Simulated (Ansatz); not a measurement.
`C[C@@H]1C[Si@@H]1F` + H–F → `F[C@H]1C[Si@@H]1F` + CH₄  (substitution at a C–C bond)

Isolated molecules relaxed with PBE0-D4/def2-TZVP in Ansatz; ΔE leaves out vibrations. CBS: MP2 limit from def2 TZ/QZ plus the TZ coupled-cluster correction, frozen cores. This one scheme is used for every species. DFT in def2-TZVPP.

`C[C@@H]1C[Si@@H]1F`:

Z-matrix (Å, degrees):
```
C
C 1 1.509
H 1 1.095 2 111.2
H 1 1.092 2 111.2 3 -120.4
H 1 1.093 2 111.5 3 119.9
C 2 1.577 1 117.1 3 -70.6
Si 2 1.828 1 124.2 3 -146.4
H 2 1.089 1 113.4 3 63.1
H 6 1.086 2 117.0 1 127.9
H 6 1.088 2 113.8 1 -5.9
F 7 1.598 2 119.2 1 1.6
H 7 1.475 2 124.2 1 -144.9
```

H–F:

Z-matrix (Å, degrees):
```
F
H 1 0.920
```

`F[C@H]1C[Si@@H]1F`:

```xyz
9

F     0.587    0.664   -1.885
C     0.369   -0.207   -0.849
C     0.709    0.306    0.570
Si   -1.048   -0.149    0.321
F    -1.662   -1.507    0.884
H     0.806   -1.181   -1.068
H     1.482   -0.219    1.123
H     0.833    1.389    0.610
H    -2.076    0.904    0.293
```

CH₄:

Cartesian coordinates in Å:
```
C 0.000 0.000 0.000
H -1.040 -0.071 0.318
H 0.077 -0.273 -1.052
H 0.610 -0.678 0.597
H 0.353 1.022 0.137
```

```
             species  LDA (SPW92) energy (Eh)
`C[C@@H]1C[Si@@H]1F`               -505.07266
                 H–F                -99.83933
 `F[C@H]1C[Si@@H]1F`               -564.77907
                 CH₄                -40.11572
```

(1) Work out ΔE.

Largest T1 diagnostic among the species: 0.012.

## Answers

(1) ΔE = (-564.77907) + (-40.11572) − (-505.07266) − (-99.83933) = 0.01720 Eh = +45.2 kJ/mol. CCSD(T)/CBS gives +60.6 kJ/mol.

From BLYP to BHLYP (50 % exact exchange), in def2-TZVPP and without D4, ΔE moves by +13.7 kJ/mol. At CCSD(T), def2-SVP lies −12.9 kJ/mol from the extrapolated value and def2-TZVPP −3.3 kJ/mol.
